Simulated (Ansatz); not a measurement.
`C[Si](N)(O)F` + H–F → `C[Si](O)(F)F` + NH₃ at 500 K and 1 bar (ligand exchange at the Si–N bond).

Calculated with Ansatz (gas phase, PBE0-D4/def2-TZVP geometries, no zero-point term in ΔE). CBS: MP2 limit from def2 TZ/QZ plus the TZ coupled-cluster correction, frozen cores. This one scheme is used for every species. One conformer a species, not always the lowest.

| species | CCSD(T)/CBS energy (Eh) | H − E (kJ/mol) | S (J/(mol·K)) |
| --- | --- | --- | --- |
| `C[Si](N)(O)F` | -560.59755 | 262.8 | 419.7 |
| H–F | -100.39570 | 39.4 | 188.7 |
| `C[Si](O)(F)F` | -604.51944 | 195.1 | 395.3 |
| NH₃ | -56.50880 | 108.2 | 211.8 |

H − E and S are ideal-gas, rigid-rotor, harmonic terms from PBE0-D4/def2-TZVP, for one conformer and one mirror image of each species. 1 Eh = 2625.50 kJ/mol, R = 8.31446 J/(mol·K).

Task: By hand: ΔE, ΔH, ΔS and ΔG.

Result: ΔE = (-604.51944) + (-56.50880) − (-560.59755) − (-100.39570) = -0.03499 Eh = -91.9 kJ/mol. Δ(H − E) = 195.1 + 108.2 − 262.8 − 39.4 = 1.1, so ΔH = -90.8 kJ/mol. ΔS = 395.3 + 211.8 − 419.7 − 188.7 = -1.3 J/(mol·K). ΔG = -90.8 − 500 × (-1.3)/1000 = -90.1 kJ/mol.

Task: By hand: the equilibrium constant, and the temperature at which ΔG would vanish if ΔH and ΔS stayed fixed.

Result: log₁₀ K = −ΔG/(RT ln 10) = 9.4. ΔG = 0 at ΔH/ΔS = 69846 K, far beyond where these terms or the molecules hold.

The number of gas molecules stays the same, so ΔS is small and ΔH decides. A doubt of 5 kJ/mol in ΔE shifts log₁₀ K by 0.5 here. Other conformers and mirror images would add mixing entropy, several J/(mol·K) or more a flexible species. These are equilibria of isolated gas molecules and say nothing of rates. Largest T1 diagnostic: 0.011 (customary marks: 0.02 for closed shells, 0.045 for open ones).
